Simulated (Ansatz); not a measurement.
`C[C](O)([SiH3])[InH2]`, charge 0, multiplicity 1.

**Question.** Give a relaxed structure at PBE0-D4/def2-TZVP (Ansatz 0.2.0). (An estimate is asked.)

**Answer.** The calculation gave: 
Z-matrix (Å, degrees):
```
C
C 1 1.515
H 1 1.100 2 111.3
H 1 1.094 2 111.8 3 120.2
H 1 1.094 2 111.2 3 -119.1
O 2 1.450 1 110.9 3 -63.3
Si 2 1.876 1 113.9 3 61.8
In 2 2.202 1 113.1 3 -167.9
H 6 0.965 2 109.3 1 56.1
H 7 1.497 2 110.8 1 -60.4
H 7 1.491 2 109.8 1 59.4
H 7 1.486 2 110.6 1 179.5
H 8 1.728 2 114.7 1 29.1
H 8 1.723 2 121.7 1 -156.0
```
This is one stationary point; other conformers may exist.
